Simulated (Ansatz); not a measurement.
Geometry optimisation, Ansatz 0.2.0, RKS LDA/def2-SVP.

The input (input.yaml):

```yaml
crystal:
  periodic: [false, false, false]
  atoms:
    - { symbol: In, position_ang: [-0.630624, 0.167986, -0.233364] }
    - { symbol: H, position_ang: [2.09714, -0.835162, 0.612286] }
    - { symbol: O, position_ang: [-0.335406, 0.42758, -2.161471] }
    - { symbol: O, position_ang: [-1.817443, -1.128936, 0.651818] }
    - { symbol: H, position_ang: [1.797708, -0.216898, 0.812301] }
    - { symbol: F, position_ang: [0.346435, 1.40043, 0.972527] }
    - { symbol: H, position_ang: [0.295606, 1.168716, -2.272814] }
    - { symbol: H, position_ang: [-1.753415, -0.983716, 1.618717] }
basis:
  gaussian: { orbitals: def2-SVP }
hamiltonian:
  xc: lda
relax:
  f_tol: 0.03
  max_steps: 50
```

Launched with:

```bash
$ ansatz run input.yaml --threads 2 --pin off --max-ram 3072MiB --backend cpu --events-out ev --progress --plain --runs-dir out
```

Problem. Where does it end, and by what steps?

Solution. It converged. After 4 steps the energy has fallen by 0.133 eV; H2 moved furthest, 0.36 Å.

| step | energy less start (eV) | largest force component (eV/Å) | accepted |
| --- | --- | --- | --- |
| 0 | 0.0000 | 2.496 | yes |
| 1 | -0.1221 | 0.102 | yes |
| 2 | -0.1267 | 0.147 | yes |
| 3 | -0.1300 | 0.289 | yes |
| 4 | -0.1334 | 0.015 | yes |

```xyz
8
Properties=species:S:1:pos:R:3
In -0.520 0.141 -0.193
H 1.780 -0.846 0.452
O -0.230 0.389 -2.125
O -1.705 -1.166 0.683
H 1.642 -0.135 0.781
F 0.366 1.444 1.000
H 0.355 1.164 -2.246
H -1.688 -0.992 1.646
```

Whether the end is a true minimum wasn't checked by a vibrational analysis.

Run time: 3.4 s on 2 threads of INTEL(R) XEON(R) PLATINUM 8581C CPU @ 2.10GHz (Emerald Rapids), with other jobs on the host, peak memory 0.14 GiB.
